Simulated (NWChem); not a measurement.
A calculation on ClCu

```xyz
2

Cu     0.0000     0.0000    -0.7698
Cl     0.0000     0.0000     1.3133
```
Charge 0, spin multiplicity 1.

Everything below was run with NWChem. The geometry was optimised at PBE0/def2-SVP, a minimum by its harmonic frequencies.

Symmetry labels belong to the abelian group C2v used in the runs, with the axes of the coordinates shown; states degenerate in a higher group split over its labels.

The structure started from a generated list of species.

### Question
List the lowest 4 singlet excitations that CIS/def2-SVPD gives, with oscillator strengths.

### Answer
```tsv
state	symmetry	energy (eV)	wavelength (nm)	f
1	a1	4.33	286	0.012
2	b2	4.60	270	0.020
3	b1	4.60	270	0.020
4	a1	5.25	236	0.000
```
